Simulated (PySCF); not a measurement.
## How ionic is MS along group 13?

PBE0 in PySCF with def2-SVP on every atom (core potentials on Tl), for the lowest determinant that a PBE0 search found; no spin–orbit coupling. A negative dipole means M(+)S(−).

```
 M  state (unpaired electrons)  Re (Å)  μ (D)
 B               doublet (σ ↑)   1.614  -0.84
Al               doublet (σ ↑)   2.034  -3.62
Ga               doublet (σ ↑)   2.071  -3.15
Tl               doublet (π ↑)   2.612  -3.39
```

Give the ionic character |μ|/(e·Re) of each, with 1 e·Å = 4.803 D, and the positive end.

BS 11 % (B positive), AlS 37 % (Al positive), GaS 32 % (Ga positive), TlS 27 % (Tl positive). Lone pairs and polarisation enter μ too, so this number is only a rough measure of charge transfer.

Spin–orbit coupling is left out, which matters for elements this heavy, above all for dissociation energies. States were picked by a PBE0 search and need not be the measured ground states.
